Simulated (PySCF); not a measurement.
# NMR data sheet: C₈H₁₀F₂Si

```yaml
Formula: C8H10F2Si
SMILES: C=C(C)[Si@@H]1C=CC(C(F)F)=C1
InChI: InChI=1S/C8H10F2Si/c1-6(2)11-4-3-7(5-11)8(9)10/h3-5,8,11H,1H2,2H3/t11-/m1/s1
Point_group_of_the_computed_structure: C1
Degrees_of_unsaturation: 4
Carbon_signals: 8
Proton_signals: 8
```

Numbering as in the mapped SMILES `[CH2:1]=[C:2]([CH3:3])[Si@@H:4]1[CH:5]=[CH:6][C:7]([CH:8]([F:9])[F:10])=[CH:11]1` (H(Xn): hydrogen on atom n). Ha(C1) is cis to C3; Hb(C1) is trans to C3.

Fast rotation and ring inversion assumed for equivalent nuclei, a single conformation, no relativistic terms, no solvent. GIAO PBE0/pcSseg-1 shieldings; GFN2-xTB structure; PySCF.

Scale: TMS for 1H (σ = 31.72 ppm) and 13C (σ = 186.93 ppm) and 29Si (σ = 349.16 ppm); 19F (σ = 170.95 ppm) vs CFCl3 (reference shieldings calculated alike).

```tsv
carbon	δC, type	δH (multiplicity)	HMBC from (2–3 bonds)	span of the C tensor (ppm)
C1	138.6, CH2	Ha(C1) 6.25 (br s); Hb(C1) 5.98 (br s)	H(Si4), H(C3)	214
C2	149.8, C	–	H(C11), H(C5), Ha(C1), Hb(C1), H(Si4), H(C3)	247
C3	24.9, CH3	1.90 (s)	Ha(C1), Hb(C1), H(Si4)	43
C5	140.3, CH	6.43 (m)	H(C6), H(C11), H(Si4)	232
C6	153.5, CH	7.27 (m)	H(C11), H(C8), H(C5), H(Si4)	228
C7	162.4, C	–	H(C6), H(C11), H(C8), H(C5), H(Si4)	210
C8	119.1, CH	6.62 (m)	H(C6), H(C11)	36
C11	136.1, CH	6.68 (m)	H(C6), H(C8), H(C5), H(Si4)	232
```

Other nuclei:
```
 atoms  nucleus                                                environment  δ (ppm)  σ (ppm)
H(Si4)       1H  hydrogen on a silicon bonded to 3 C, in a 5-membered ring     5.02    26.70
    F9      19F                                    fluorine of a CF2 group   -129.8    300.7
   F10      19F                                    fluorine of a CF2 group   -149.3    320.3
   Si4     29Si             silicon bonded to 3 C, H, in a 5-membered ring    -14.6    363.8
```

- Carbon types of the structure: 2 × C, 4 × CH, 1 × CH2, 1 × CH3, leaving 1 H on heteroatoms.
- δC 162.4, 149.8: fully substituted alkene carbon; the olefinic region.
- δC 153.5, 140.3, 136.1: alkene CH; as expected for a trigonal carbon in a double bond.
- δC 138.6: terminal =CH2 carbon; an sp2 carbon of a C=C bond.
- δC 119.1: allylic sp3 CH bonded to 2 F; 2 electronegative neighbours deshield it.
- δH 6.62: hydrogen on an allylic sp3 CH bonded to 2 F; its carbon carries F, which withdraws density.

Splittings by 19F in the carbon and heteronuclear signals aren't shown, as no couplings were computed. Shifts are as computed. Against solution values, carbons near 30 ppm lie about +3 ppm off and those near 130 ppm about +5 ppm. Of 1211 compounds with measured shifts, 218 miss one by over three times the rms of a fit or turn the order of signals round; such compounds aren't used in these exercises. Unscaled 19F shifts against computed CFCl3 carry errors that often reach 10 to 50 ppm. Multiplicities follow the n + 1 count of equivalent neighbours, as no J values were calculated; m marks all less simple cases, F and P coupling included.
